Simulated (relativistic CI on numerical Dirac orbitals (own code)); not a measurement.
# Crystal-field levels of Pd²⁺, 4d8

Calculated by Dirac-Coulomb-Breit CI, separate exchange-only KLI orbitals for each configuration, model QED (radiative potential, 1s self-energy scaled to tabulated hydrogen-like ionisation energies), valence Slater integrals scaled by 0.9, one configuration in a parametric crystal field (own radial code). With so little scaling, terms lie 10 to 35 % too far apart, which can change the order of excited levels.

Field parameters in Wybourne normalisation: D4h B²₀ = −7Ds, B⁴₀ = 21(Dq − Dt), B⁴₄ = 21√(5/14) Dq; Oh B⁴₀ = 21Dq, B⁴₄ = √(5/14) B⁴₀; Td as Oh with Dq negative (B⁴₀ = 21Dq, B⁴₄ = √(5/14) B⁴₀). The field is a parameter set, without covalency.

S and J are read from ⟨S²⟩ = S(S + 1) and ⟨J²⟩ = J(J + 1) of each level; they are not fictitious spins.

Oh, 10Dq = 16800 cm⁻¹, the lowest 10 levels:

| E (cm⁻¹) | Degeneracy | Irrep | S | J |
| --- | --- | --- | --- | --- |
| 0.0 | 3 | T2 | 1.00 | 3.44 |
| 12680 | 2 | E | 0.26 | 2.89 |
| 16486 | 3 | T1 | 1.00 | 3.54 |
| 16805 | 2 | E | 0.91 | 3.63 |
| 17396 | 3 | T2 | 0.99 | 3.08 |
| 17849 | 1 | A2 | 1.00 | 3.00 |
| 21994 | 1 | A1 | 0.59 | 3.43 |
| 24729 | 3 | T1 | 1.00 | 2.86 |
| 25460 | 3 | T2 | 1.00 | 2.35 |
| 25864 | 1 | A1 | 0.65 | 3.53 |

Td, 10Dq = -4950 cm⁻¹, the lowest 16 levels:

```tsv
E (cm⁻¹)	Degeneracy	Irrep	S	J
0.0	1	A1	1.00	3.98
721	3	T1	1.00	3.85
1753	2	E	0.99	3.72
2675	3	T2	1.00	3.28
6121	3	T2	0.96	3.20
6453	3	T1	1.00	3.16
7175	2	E	0.98	2.44
7199	1	A2	1.00	3.00
11454	3	T2	0.88	2.76
14191	2	E	0.41	2.46
14635	3	T2	0.54	2.28
18527	3	T2	0.84	2.34
18813	2	E	0.80	2.43
19222	3	T1	1.00	1.06
19420	1	A1	0.98	0.36
21930	3	T2	0.10	3.64
```

D4h, 10Dq = 23150, Ds = 580, Dt = -700 cm⁻¹, the lowest 10 levels:

```
E (cm⁻¹)  Degeneracy  Irrep     S     J
     0.0           2      E  1.00  3.39
    10.3           1     B2  1.00  3.38
   13147           1     A1  0.03  2.88
   13242           1     B1  0.05  2.90
   23249           2      E  1.00  3.31
   23301           1     B1  0.99  3.45
   24553           1     A1  0.07  3.44
   28807           1     A1  0.99  3.65
   28958           1     A2  1.00  3.49
   29255           2      E  1.00  3.32
```

Oh, 10Dq = 19850 cm⁻¹, the lowest 10 levels:

| E (cm⁻¹) | Degeneracy | Irrep | S | J |
| --- | --- | --- | --- | --- |
| 0.0 | 3 | T2 | 1.00 | 3.42 |
| 12994 | 2 | E | 0.12 | 2.86 |
| 19521 | 3 | T1 | 1.00 | 3.53 |
| 19640 | 2 | E | 0.97 | 3.66 |
| 20398 | 3 | T2 | 1.00 | 3.09 |
| 20857 | 1 | A2 | 1.00 | 3.00 |
| 23284 | 1 | A1 | 0.27 | 3.47 |
| 28275 | 3 | T1 | 1.00 | 2.71 |
| 28677 | 1 | A1 | 0.88 | 3.23 |
| 28729 | 3 | T2 | 1.00 | 2.31 |

Td, 10Dq = -13450 cm⁻¹, the lowest 10 levels:

| E (cm⁻¹) | Degeneracy | Irrep | S | J |
| --- | --- | --- | --- | --- |
| 0.0 | 1 | A1 | 1.00 | 3.90 |
| 917 | 3 | T1 | 1.00 | 3.67 |
| 2443 | 2 | E | 0.99 | 3.21 |
| 2804 | 3 | T2 | 0.99 | 2.92 |
| 12422 | 3 | T2 | 0.63 | 3.08 |
| 13930 | 3 | T1 | 1.00 | 3.30 |
| 13950 | 2 | E | 0.82 | 3.06 |
| 14846 | 2 | E | 0.43 | 2.99 |
| 14927 | 1 | A2 | 1.00 | 3.00 |
| 16335 | 3 | T2 | 0.63 | 3.04 |

The free-ion ground term has S = 1. Every field shown keeps that spin.

Levels of this model without a field, named by their leading LS term: 3F_4 0, 3F_3 3055, 3F_2 4629, 1D_2 12072, 3P_1 15849, 3P_0 16118, 3P_2 16263, 1G_4 19407 cm⁻¹.
